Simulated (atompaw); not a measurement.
**An all-electron radial function and its pseudo partner (technetium (Tc))**

Columns: radius, all-electron u(r) and pseudo u(r) of the 5s shell (level -18.41 eV) of technetium in the configuration [Ar] 3d10 4s2 4p6 4d5 5s0 5p0; PBE, scalar-relativistic, PAW (atompaw) scheme, atompaw 4.2.0.5.

```tsv
r (bohr)	all-electron	pseudo
0.087	-0.1356	-0.0920
0.173	-0.0013	-0.1783
0.260	0.1899	-0.2564
0.346	0.2023	-0.3207
0.433	0.0862	-0.3696
0.519	-0.0684	-0.3999
0.606	-0.2065	-0.4110
0.692	-0.2992	-0.4027
0.779	-0.3426	-0.3755
0.865	-0.3404	-0.3316
0.952	-0.3016	-0.2725
1.038	-0.2369	-0.2023
1.125	-0.1542	-0.1225
1.212	-0.0620	-0.0371
1.298	0.0323	0.0497
1.385	0.1264	0.1370
1.471	0.2150	0.2206
1.558	0.2982	0.3004
1.644	0.3727	0.3733
1.731	0.4396	0.4396
1.817	0.4970	0.4970
1.904	0.5466	0.5466
1.990	0.5873	0.5873
2.077	0.6206	0.6206
2.163	0.6463	0.6463
2.250	0.6656	0.6656
```

(1) How many radial nodes do the two functions have?

(2) At about which radius was the pseudo-wave matched?

(3) Is the pseudo-wave norm-conserving?

Results:

(1) The all-electron 5s function has n − l − 1 = 4 (the table is too coarse to show those close to the nucleus); the pseudo-wave has 1, since 1 lower shell of the same l stays in the valence.

(2) 1.80 bohr, where the columns begin to agree (steps of 0.09 bohr).

(3) No, it belongs to a PAW set: the norm inside the radius is not constrained, and the difference is carried by the augmentation charge.
